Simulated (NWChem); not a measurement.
A series in which one site is exchanged, each optimised at PBE0/def2-SVP with NWChem, gas phase unless a solvent is named. This build's default masses of Se (78.918 u) and Br (79.917 u) are each other's, which moves their modes by up to 0.6 %. Some are not confirmed as minima by frequencies. def2 effective core potentials on I; no spin-orbit coupling.

A: [Ga]([F])([Br])[F] (GaBrF2; site = Br)
B: [F][Ga]([F])[I] (GaIF$_{2}$; site = I)
C: [F][GaH][F] (GaHF2; site = H)
D: [Ga]([F])([Cl])[F] (GaClF2; site = Cl)

Task: Rank them by lowest singlet excitation, CAM-B3LYP/def2-SVPD, TDA (eV), lowest first.

Result: B (4.87), A (5.73), D (6.40), C (7.60)
